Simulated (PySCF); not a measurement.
**Calculated NMR parameters of FC(F)(F)P1C=CCC=C1**

```
Formula                               : C6H6F3P
SMILES                                : FC(F)(F)P1C=CCC=C1
Point group of the computed structure : Cs
Carbon signals                        : 4
Proton signals                        : 3
```

Atoms are numbered as in `[F:1][C:2]([F:3])([F:4])[P:5]1[CH:6]=[CH:7][CH2:8][CH:9]=[CH:10]1`. Each H is labelled by its parent atom.

Method: shielding tensors at PBE0/pcSseg-1 (GIAO), coordinates at the GFN2-xTB level, in PySCF 2.14 (no solvent, equivalent nuclei averaged, a single conformation, non-relativistic Hamiltonian).

References, each an isolated molecule treated in the same way: ¹H (σref 31.72) and ¹³C (σref 186.93) against TMS; CFCl3 for ¹⁹F (σref 170.95); H3PO4 for ³¹P (σref 318.38).

| carbon | δC, type | δH (multiplicity) | HMBC from (2–3 bonds) | span of the C tensor (ppm) |
| --- | --- | --- | --- | --- |
| C2 | 139.9, C | – | H(C6)/H(C10) | 17 |
| C6/C10 | 128.8, CH | 6.59 (m) | H(C7)/H(C9), H(C6)/H(C10), H(C8) | 213 |
| C7/C9 | 139.9, CH | 6.73 (m) | H(C7)/H(C9), H(C6)/H(C10), H(C8) | 241 |
| C8 | 32.7, CH2 | 3.01 (m) | H(C7)/H(C9), H(C6)/H(C10) | 30 |

Other nuclei:
| atoms | nucleus | environment | δ (ppm) | σ (ppm) |
| --- | --- | --- | --- | --- |
| F1/F3/F4 | ¹⁹F | fluorine of a CF3 group | -71.9 | 242.9 |
| P5 | ³¹P | phosphorus bonded to 3 C, in a 6-membered ring | -57.9 | 376.3 |

δC 139.9: CF3 carbon; 3 electronegative neighbours deshield it. δC 139.9, 128.8: alkene CH; the olefinic region. δC 32.7: allylic sp3 CH2; aliphatic region, no heteroatom directly attached. δH 6.73, 6.59: hydrogen on an alkene CH; attached to an sp2 carbon and in the plane of the double bond. δH 3.01: hydrogen on an allylic sp3 CH2; allylic position.

Splittings by ¹⁹F and ³¹P in the carbon and heteronuclear signals aren't shown, as no couplings were computed. Shifts are as computed. Against solution values, carbons near 30 ppm lie about +3 ppm off and those near 130 ppm about +5 ppm. Of 1211 compounds with measured shifts, 218 miss one by over three times the rms of a fit or turn the order of signals round; such compounds aren't used in these exercises. Unscaled 19F shifts against computed CFCl3 carry errors that often reach 10 to 50 ppm. Experimental scales use liquid or dissolved standards, which lie at an offset from isolated H3PO4. No couplings were computed; multiplicities are counted from neighbouring protons, with m where these are inequivalent, close in shift, in a saturated or five-membered ring or joined by F or P, and br s for small geminal =CH2 splittings.
